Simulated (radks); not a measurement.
Task: Valence configurations of In II (all share [Kr]). Method: Dirac Kohn-Sham, LDA (Slater exchange, Perdew-Wang correlation), spin-unpolarised, spherical densities, finite nucleus; open shells fill j = l - 1/2 first; Fermi nuclear charge, rms radius 4.6156 fm; computed with a radial shooting solver on a logarithmic mesh with Libxc functionals. Order these by energy: 4d8 5s2 5p2; 4d10 5s1.5 5p0.5; 4d8 5p4; 4d9.5 5s2 5p0.5; 4d8 5s1 5p3; 4d9 5s2 5p1; 4d9 5s1 5p2; 4d10 5s2; 4d10 5s1 5p1; 4d10 5p2.

Result: From the lowest, in eV above it: 4d10 5s2 0.000; 4d10 5s1.5 5p0.5 3.163; 4d10 5s1 5p1 6.363; 4d9.5 5s2 5p0.5 8.941; 4d10 5p2 12.879; 4d9 5s2 5p1 18.885; 4d9 5s1 5p2 25.892; 4d8 5s2 5p2 41.849; 4d8 5s1 5p3 50.156; 4d8 5p4 58.648. NIST lists [Kr] 4d10 5s2 as the ground configuration; this level of theory agrees among the configurations tried. The energies are those of spherical spin-averaged densities, not of single terms.
